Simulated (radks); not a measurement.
The numbers below are computed, except where a source is named.
The hafnium ion Hf69+, 3 electrons, occupied as [He] 2s1 (the NIST ground configuration).

Level of theory: non-relativistic Kohn-Sham, LB94 model potential, spin-polarised, spherical densities, point nucleus; open shells are filled with parallel spins first (spin-orbit coupling, left out, can overturn this in heavy ions); relativity is left out, which matters for an element this heavy (a radial shooting solver on a logarithmic mesh with Libxc functionals).

Energy parts (hartree):
kinetic: 5755.7577
electron-nucleus: -11587.3850
Hartree: 124.5167
(The LB94 potential has no energy functional, so no total or exchange-correlation energy is given.)

Orbitals (lengths in bohr, moments of r in powers of bohr):
orbital  occ.  eigenvalue (hartree)  <1/r>      <r^4>      <r^2>
1s up       1             -2526.499  71.67  8.592e-07  0.0005855
1s down     1             -2526.177  71.63  8.622e-07  0.0005865
2s up       1             -619.0247  17.64  0.0001152   0.008393
2s down     0             -619.8800  17.71  0.0001142   0.008352

The highest occupied level is 2s up at -16844.5 eV. The configuration is held as typed, so some empty levels lie below it. The spin density at the nucleus is 14374 e/bohr^3 (1s 127, 2s 14247). The electron density at the nucleus is 2.494e+05 e/bohr^3. For comparison, the ionisation energy in NIST's Atomic Spectra Database is 18502.3 eV (theoretical). In exact Kohn-Sham theory the highest level is minus the ionisation energy, but local and semilocal functionals leave it too shallow, through self-interaction and a potential that decays too fast; potentials with the right tail come closer. Spin moment in Bohr magnetons: 1. Summed over all electrons, <r^2> = 0.009565 bohr^2, which gives a Langevin (diamagnetic) susceptibility term of -0.00758 x 10^-6 cm^3/mol. The density falls to 0.001 e/bohr^3 at r = 0.30 bohr.
